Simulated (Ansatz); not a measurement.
A short molecular-dynamics run on C3H9BF2Si (`C[Si](C)(C)B(F)F`).

```yaml
crystal:
  periodic: [false, false, false]
  atoms:
    - {symbol: C, position_ang: [0.408011, 0.900303, 1.568811]}
    - {symbol: Si, position_ang: [0.009903, 0.026485, -0.045171]}
    - {symbol: C, position_ang: [1.318473, -1.256452, -0.435829]}
    - {symbol: C, position_ang: [-1.683052, -0.777010, 0.076485]}
    - {symbol: B, position_ang: [-0.052050, 1.426280, -1.530432]}
    - {symbol: F, position_ang: [-0.907470, 2.438797, -1.494293]}
    - {symbol: F, position_ang: [0.742527, 1.401841, -2.590000]}
    - {symbol: H, position_ang: [1.393563, 1.371290, 1.538071]}
    - {symbol: H, position_ang: [-0.329088, 1.676335, 1.789018]}
    - {symbol: H, position_ang: [0.403871, 0.187370, 2.398372]}
    - {symbol: H, position_ang: [1.104761, -1.764450, -1.379481]}
    - {symbol: H, position_ang: [1.366198, -2.014576, 0.350855]}
    - {symbol: H, position_ang: [2.307135, -0.798942, -0.522037]}
    - {symbol: H, position_ang: [-1.943569, -1.305896, -0.843578]}
    - {symbol: H, position_ang: [-1.702555, -1.501582, 0.895661]}
    - {symbol: H, position_ang: [-2.459556, -0.032391, 0.267848]}
basis:
  gaussian: {orbitals: def2-SVP}
hamiltonian: {xc: {name: BLYP}}
md: {timestep: 0.5 fs, n_steps: 30, ensemble: nve, temperature: 500, initial_velocities: maxwell_boltzmann, seed: 673}
```

```sh
$ ansatz run in.yaml --threads 8 --pin off --events-out ev --progress --plain --max-ram 18278MiB
```

```csv
step,time (fs),potential energy (eV),kinetic (eV),T (K),conserved (eV)
0,0.0,-17236.6529,0.9048,500,-17235.7481
1,0.5,-17236.6284,0.8807,487,-17235.7477
2,1.0,-17236.5519,0.8060,445,-17235.7459
3,1.5,-17236.4512,0.7076,391,-17235.7435
4,2.0,-17236.3628,0.6210,343,-17235.7418
5,2.5,-17236.3133,0.5717,316,-17235.7416
6,3.0,-17236.3065,0.5638,312,-17235.7427
7,3.5,-17236.3257,0.5815,321,-17235.7441
8,4.0,-17236.3479,0.6028,333,-17235.7451
9,4.5,-17236.3565,0.6112,338,-17235.7453
10,5.0,-17236.3457,0.6006,332,-17235.7451
11,5.5,-17236.3174,0.5727,316,-17235.7447
12,6.0,-17236.2769,0.5326,294,-17235.7443
13,6.5,-17236.2299,0.4860,269,-17235.7440
14,7.0,-17236.1823,0.4388,242,-17235.7435
15,7.5,-17236.1414,0.3984,220,-17235.7429
16,8.0,-17236.1169,0.3747,207,-17235.7422
17,8.5,-17236.1200,0.3783,209,-17235.7417
18,9.0,-17236.1586,0.4168,230,-17235.7418
19,9.5,-17236.2320,0.4894,270,-17235.7426
20,10.0,-17236.3277,0.5836,323,-17235.7441
21,10.5,-17236.4224,0.6765,374,-17235.7459
22,11.0,-17236.4890,0.7416,410,-17235.7473
23,11.5,-17236.5066,0.7589,419,-17235.7478
24,12.0,-17236.4702,0.7233,400,-17235.7469
25,12.5,-17236.3952,0.6504,359,-17235.7448
26,13.0,-17236.3140,0.5714,316,-17235.7426
27,13.5,-17236.2609,0.5195,287,-17235.7414
28,14.0,-17236.2543,0.5125,283,-17235.7418
29,14.5,-17236.2876,0.5442,301,-17235.7434
30,15.0,-17236.3367,0.5918,327,-17235.7449
```

Velocities are drawn at the set temperature; a run this short doesn't reach equilibrium.

Frames (Å, forces in eV/Å):

```xyz
16
time=0.0 fs
C     0.408    0.900    1.569   -0.019   -0.045   -0.045
Si    0.010    0.026   -0.045   -0.002    0.316   -0.352
C     1.318   -1.256   -0.436   -0.055    0.038    0.033
C    -1.683   -0.777    0.076    0.062    0.020    0.013
B    -0.052    1.426   -1.530    0.038   -0.399    0.395
F    -0.907    2.439   -1.494   -0.485    0.547    0.052
F     0.743    1.402   -2.590    0.450   -0.037   -0.574
H     1.394    1.371    1.538    0.496    0.246    0.007
H    -0.329    1.676    1.789   -0.361    0.395    0.126
H     0.404    0.187    2.398    0.006   -0.336    0.442
H     1.105   -1.764   -1.379   -0.092   -0.266   -0.475
H     1.366   -2.015    0.351    0.053   -0.403    0.380
H     2.307   -0.799   -0.522    0.506    0.214   -0.048
H    -1.944   -1.306   -0.844   -0.153   -0.275   -0.456
H    -1.703   -1.502    0.896   -0.042   -0.375    0.407
H    -2.460   -0.032    0.268   -0.403    0.361    0.095
16
time=1.5 fs
C     0.426    0.892    1.575   -3.148    0.566   -0.925
Si    0.010    0.024   -0.045   -0.135    0.389   -0.019
C     1.311   -1.250   -0.438    1.244   -0.178   -0.650
C    -1.691   -0.781    0.076    0.011    0.364    0.556
B    -0.061    1.416   -1.519    0.225    0.157   -0.362
F    -0.912    2.444   -1.505   -0.250    0.167    0.124
F     0.751    1.402   -2.589    0.047   -0.111    0.023
H     1.326    1.383    1.564    3.076    1.472   -0.220
H    -0.331    1.709    1.774    0.231   -0.599    0.031
H     0.445    0.216    2.388   -0.151   -1.211    1.507
H     1.119   -1.735   -1.440    0.099    0.056    0.640
H     1.354   -2.009    0.375    0.024   -0.114   -0.243
H     2.348   -0.775   -0.510   -0.848   -0.369    0.083
H    -1.925   -1.286   -0.860   -0.340   -0.342   -0.495
H    -1.721   -1.507    0.903    0.036   -0.326    0.127
H    -2.467   -0.028    0.310   -0.118    0.077   -0.177
16
time=3.0 fs
C     0.439    0.885    1.580   -3.160    1.121   -0.856
Si    0.010    0.021   -0.045   -0.237    0.394    0.283
C     1.305   -1.244   -0.441    1.923   -0.419   -0.928
C    -1.700   -0.785    0.076   -0.188    0.376    0.783
B    -0.069    1.406   -1.508    0.359    0.729   -1.043
F    -0.918    2.450   -1.515   -0.015   -0.217    0.199
F     0.759    1.402   -2.588   -0.310   -0.188    0.539
H     1.320    1.424    1.585    2.811    1.293   -0.309
H    -0.329    1.730    1.760    0.473   -1.144    0.072
H     0.483    0.221    2.407   -0.233   -1.056    1.371
H     1.136   -1.705   -1.487    0.162    0.164    1.334
H     1.342   -2.006    0.394    0.010    0.129   -0.753
H     2.373   -0.759   -0.496   -1.491   -0.626    0.123
H    -1.913   -1.272   -0.887   -0.396   -0.177   -0.095
H    -1.739   -1.520    0.913    0.103   -0.138   -0.273
H    -2.476   -0.022    0.349    0.188   -0.240   -0.448
16
time=4.5 fs
C     0.446    0.880    1.584   -0.659    1.728    0.191
Si    0.009    0.019   -0.045   -0.305    0.315    0.510
C     1.303   -1.239   -0.445    1.934   -0.484   -0.821
C    -1.708   -0.788    0.077   -0.262    0.188    0.654
B    -0.076    1.397   -1.499    0.445    1.239   -1.580
F    -0.923    2.456   -1.525    0.190   -0.559    0.269
F     0.767    1.402   -2.586   -0.592   -0.256    0.934
H     1.371    1.490    1.599    0.396   -0.299   -0.346
H    -0.318    1.727    1.747    0.352   -1.136    0.202
H     0.515    0.205    2.455   -0.303   -0.067    0.147
H     1.156   -1.671   -1.507    0.101    0.031    1.388
H     1.330   -2.001    0.398    0.004    0.155   -0.939
H     2.366   -0.756   -0.479   -1.384   -0.545    0.110
H    -1.910   -1.263   -0.915   -0.379    0.056    0.454
H    -1.754   -1.535    0.917    0.152    0.016   -0.558
H    -2.482   -0.020    0.378    0.310   -0.381   -0.615
16
time=6.0 fs
C     0.453    0.878    1.588    1.375    1.531    1.044
Si    0.009    0.017   -0.045   -0.341    0.198    0.668
C     1.304   -1.235   -0.451    1.238   -0.384   -0.377
C    -1.717   -0.791    0.080   -0.087   -0.006    0.347
B    -0.083    1.391   -1.494    0.495    1.620   -1.928
F    -0.928    2.461   -1.535    0.345   -0.822    0.321
F     0.774    1.402   -2.583   -0.790   -0.305    1.193
H     1.432    1.551    1.606   -1.226   -1.432   -0.355
H    -0.299    1.701    1.740   -0.102   -0.610    0.381
H     0.542    0.186    2.505   -0.361    0.751   -0.961
H     1.178   -1.638   -1.497   -0.043   -0.299    0.765
H     1.319   -1.992    0.382   -0.002   -0.070   -0.758
H     2.331   -0.764   -0.460   -0.519   -0.123    0.087
H    -1.915   -1.252   -0.934   -0.348    0.193    0.794
H    -1.767   -1.551    0.909    0.175    0.034   -0.602
H    -2.481   -0.027    0.394    0.190   -0.277   -0.618
16
time=7.5 fs
C     0.461    0.879    1.594    2.525    0.797    1.201
Si    0.008    0.016   -0.044   -0.370    0.111    0.768
C     1.307   -1.231   -0.458   -0.037   -0.223    0.296
C    -1.726   -0.793    0.083    0.312   -0.096    0.029
B    -0.088    1.388   -1.492    0.521    1.824   -2.066
F    -0.933    2.465   -1.545    0.441   -0.987    0.347
F     0.781    1.401   -2.579   -0.902   -0.326    1.314
H     1.468    1.583    1.606   -1.798   -1.807   -0.326
H    -0.283    1.662    1.740   -0.764    0.219    0.557
H     0.560    0.183    2.537   -0.361    1.023   -1.429
H     1.199   -1.610   -1.473   -0.210   -0.728   -0.391
H     1.307   -1.986    0.350   -0.010   -0.476   -0.292
H     2.285   -0.774   -0.439    0.931    0.563    0.100
H    -1.928   -1.238   -0.937   -0.327    0.172    0.752
H    -1.775   -1.566    0.889    0.166   -0.093   -0.401
H    -2.477   -0.039    0.397   -0.117    0.027   -0.460
16
time=9.0 fs
C     0.474    0.881    1.602    2.580    0.331    0.761
Si    0.006    0.014   -0.042   -0.426    0.105    0.819
C     1.311   -1.228   -0.464   -0.915   -0.015    0.709
C    -1.735   -0.796    0.086    0.759   -0.006   -0.119
B    -0.093    1.389   -1.494    0.532    1.830   -1.991
F    -0.937    2.467   -1.554    0.473   -1.044    0.344
F     0.786    1.400   -2.573   -0.931   -0.316    1.302
H     1.466    1.576    1.599   -1.646   -1.620   -0.275
H    -0.282    1.627    1.752   -1.113    0.721    0.603
H     0.571    0.201    2.538   -0.278    0.757   -1.219
H     1.215   -1.599   -1.456   -0.279   -0.965   -1.327
H     1.295   -1.989    0.312   -0.008   -0.843    0.201
H     2.259   -0.772   -0.416    1.880    0.989    0.140
H    -1.947   -1.220   -0.924   -0.324    0.008    0.328
H    -1.780   -1.583    0.861    0.129   -0.282   -0.065
H    -2.476   -0.050    0.390   -0.431    0.349   -0.212
16
time=10.5 fs
C     0.492    0.884    1.611    0.870    0.453   -0.165
Si    0.005    0.012   -0.040   -0.519    0.190    0.822
C     1.313   -1.225   -0.469   -0.390    0.136    0.403
C    -1.742   -0.799    0.089    0.980    0.263    0.017
B    -0.096    1.393   -1.500    0.524    1.648   -1.713
F    -0.940    2.469   -1.563    0.446   -0.996    0.311
F     0.791    1.398   -2.566   -0.876   -0.275    1.162
H     1.431    1.535    1.585   -0.603   -0.753   -0.237
H    -0.305    1.606    1.776   -0.644    0.461    0.425
H     0.576    0.235    2.514   -0.115   -0.042   -0.299
H     1.226   -1.607   -1.466   -0.168   -0.688   -1.104
H     1.283   -2.011    0.277    0.034   -0.831    0.369
H     2.270   -0.751   -0.390    1.220    0.579    0.071
H    -1.974   -1.202   -0.904   -0.324   -0.208   -0.284
H    -1.782   -1.606    0.831    0.072   -0.368    0.214
H    -2.483   -0.055    0.379   -0.505    0.432    0.008
16
time=12.0 fs
C     0.510    0.887    1.619   -2.473    0.296   -1.254
Si    0.003    0.011   -0.037   -0.615    0.326    0.761
C     1.314   -1.221   -0.473    0.744   -0.132   -0.197
C    -1.748   -0.801    0.093    0.805    0.495    0.229
B    -0.099    1.401   -1.510    0.490    1.308   -1.258
F    -0.944    2.470   -1.571    0.362   -0.851    0.251
F     0.794    1.396   -2.558   -0.736   -0.211    0.905
H     1.385    1.480    1.567    1.604    0.950   -0.300
H    -0.340    1.595    1.810    0.286   -0.088    0.118
H     0.579    0.267    2.485    0.076   -1.118    1.023
H     1.234   -1.629   -1.498    0.021   -0.056   -0.048
H     1.272   -2.049    0.250    0.120   -0.330    0.132
H     2.307   -0.718   -0.363   -0.180   -0.248   -0.124
H    -2.007   -1.188   -0.890   -0.259   -0.315   -0.661
H    -1.783   -1.636    0.805    0.009   -0.210    0.286
H    -2.500   -0.050    0.368   -0.254    0.184    0.137
16
time=13.5 fs
C     0.525    0.892    1.626   -4.878   -0.254   -1.482
Si    0.001    0.010   -0.034   -0.676    0.450    0.616
C     1.316   -1.218   -0.478    1.422   -0.711   -0.517
C    -1.752   -0.803    0.096    0.328    0.438    0.140
B    -0.100    1.411   -1.522    0.416    0.854   -0.661
F    -0.946    2.469   -1.579    0.228   -0.623    0.171
F     0.796    1.394   -2.548   -0.509   -0.133    0.543
H     1.372    1.444    1.541    3.154    2.141   -0.401
H    -0.370    1.582    1.846    1.003   -0.361   -0.148
H     0.583    0.276    2.476    0.219   -1.550    1.525
H     1.241   -1.653   -1.532    0.154    0.506    0.835
H     1.263   -2.094    0.226    0.212    0.345   -0.204
H     2.340   -0.689   -0.338   -1.112   -0.841   -0.310
H    -2.046   -1.181   -0.889   -0.055   -0.211   -0.495
H    -1.784   -1.671    0.785   -0.044    0.147    0.179
H    -2.523   -0.042    0.359    0.137   -0.197    0.208
16
time=15.0 fs
C     0.531    0.895    1.630   -3.424   -0.097   -0.716
Si   -0.002    0.009   -0.030   -0.677    0.519    0.395
C     1.321   -1.216   -0.483    1.454   -1.169   -0.503
C    -1.755   -0.804    0.100   -0.180    0.138   -0.257
B    -0.101    1.423   -1.536    0.295    0.335    0.031
F    -0.949    2.468   -1.587    0.056   -0.333    0.077
F     0.798    1.392   -2.538   -0.202   -0.052    0.098
H     1.421    1.451    1.508    1.445    1.123   -0.119
H    -0.379    1.562    1.879    1.199   -0.250   -0.273
H     0.592    0.254    2.498    0.298   -0.842    0.568
H     1.252   -1.666   -1.548    0.199    0.796    1.114
H     1.259   -2.132    0.197    0.267    0.810   -0.343
H     2.351   -0.678   -0.320   -1.323   -1.028   -0.402
H    -2.086   -1.178   -0.898    0.249    0.009    0.010
H    -1.785   -1.702    0.769   -0.079    0.502    0.046
H    -2.543   -0.038    0.355    0.424   -0.461    0.273
```

Hardware: 8 threads of an Arm Neoverse V1 on a shared host. Wall time 34 s, peak host memory 0.23 GiB.
